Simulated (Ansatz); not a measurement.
`F[SiH](F)S[SiH2]Cl` + HCl → `Cl[SiH2]Cl` + `F[SiH](F)S` at 400 K and 1 bar (ligand exchange at the Si–S bond).

Computed with Ansatz on PBE0-D4/def2-TZVP structures; ΔE is electronic, products minus reactants. CCSD(T)/CBS adds triple-zeta CCSD(T) − MP2 to the extrapolated MP2 energy (def2 sets, frozen cores). This one scheme is used for every species. Each species was taken in one conformer, which may not be the lowest.

```csv
species,CCSD(T)/CBS energy (Eh),H − E (kJ/mol),S (J/(mol·K))
`F[SiH](F)S[SiH2]Cl`,-1637.34667,135.3,440.4
HCl,-460.38127,29.6,195.4
`Cl[SiH2]Cl`,-1209.93203,74.0,306.7
`F[SiH](F)S`,-887.80771,89.7,339.4
```

H − E and S are ideal-gas, rigid-rotor, harmonic terms from PBE0-D4/def2-TZVP, for one conformer and one mirror image of each species. 1 Eh = 2625.50 kJ/mol, R = 8.31446 J/(mol·K).

Problem. By hand: ΔE, ΔH, ΔS and ΔG.

Solution. ΔE = (-1209.93203) + (-887.80771) − (-1637.34667) − (-460.38127) = -0.01180 Eh = -31.0 kJ/mol. Δ(H − E) = 74.0 + 89.7 − 135.3 − 29.6 = -1.2, so ΔH = -32.2 kJ/mol. ΔS = 306.7 + 339.4 − 440.4 − 195.4 = 10.3 J/(mol·K). ΔG = -32.2 − 400 × (10.3)/1000 = -36.3 kJ/mol.

Problem. By hand: the equilibrium constant, and the temperature at which ΔG would vanish if ΔH and ΔS stayed fixed.

Solution. log₁₀ K = −ΔG/(RT ln 10) = 4.7. ΔH and −TΔS have one sign here, so there is no such temperature.

The number of gas molecules stays the same, so ΔS is small and ΔH decides. A doubt of 5 kJ/mol in ΔE shifts log₁₀ K by 0.7 here. Other conformers and mirror images would add mixing entropy, several J/(mol·K) or more a flexible species. Modes under 60 cm⁻¹, often nearly free rotors, make the harmonic entropy too high. These are equilibria of isolated gas molecules and say nothing of rates. Largest T1 diagnostic: 0.012 (customary marks: 0.02 for closed shells, 0.045 for open ones).

ΔS is within the doubt of such terms, so its sign, and with it that verdict, could turn.
